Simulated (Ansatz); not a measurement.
Start from `C[SiH2]S[SiH2]F` and change one element to get `C[SiH2]S[SiH2]Cl`.

Ansatz, PBE0-D4/def2-TZVP geometries, multiplicity 1. Each molecule was computed in one conformer, which needn't be the lowest.

```
                                        property  `C[SiH2]S[SiH2]F`
               HOMO energy (PBE/def2-TZVPP) / eV              -6.55
              LUMO energy (PBE0/def2-TZVPP) / eV               0.01
           HOMO energy (ωB97M-V/def2-TZVPP) / eV              -9.91
             LUMO energy (B3LYP/def2-TZVPP) / eV              -0.17
           LUMO energy (ωB97M-V/def2-TZVPP) / eV               1.79
size of the dipole moment (B3LYP/def2-TZVPP) / D               0.97
```

Task: Give the same properties after the change, and the shifts. (An estimate is asked.)

Result: Computed: 
```json
{"property": "HOMO energy (PBE/def2-TZVPP) / eV", "`C[SiH2]S[SiH2]Cl`": "-6.38", "shift": "0.17"}
{"property": "LUMO energy (PBE0/def2-TZVPP) / eV", "`C[SiH2]S[SiH2]Cl`": "-0.09", "shift": "-0.10"}
{"property": "HOMO energy (ωB97M-V/def2-TZVPP) / eV", "`C[SiH2]S[SiH2]Cl`": "-9.74", "shift": "0.17"}
{"property": "LUMO energy (B3LYP/def2-TZVPP) / eV", "`C[SiH2]S[SiH2]Cl`": "-0.23", "shift": "-0.06"}
{"property": "LUMO energy (ωB97M-V/def2-TZVPP) / eV", "`C[SiH2]S[SiH2]Cl`": "1.74", "shift": "-0.05"}
{"property": "size of the dipole moment (B3LYP/def2-TZVPP) / D", "`C[SiH2]S[SiH2]Cl`": "2.44", "shift": "1.47"}
```

With PBE0 the HOMO rises by 0.17 eV and the LUMO falls by 0.10 eV, so the gap narrows by about 0.27 eV. PBE moves the HOMO by 0.17 eV and ωB97M-V by 0.17 eV. Dipoles are sizes alone; their direction can turn.

B3LYP here is the variant with VWN-RPA as its local correlation; programs differ in this.
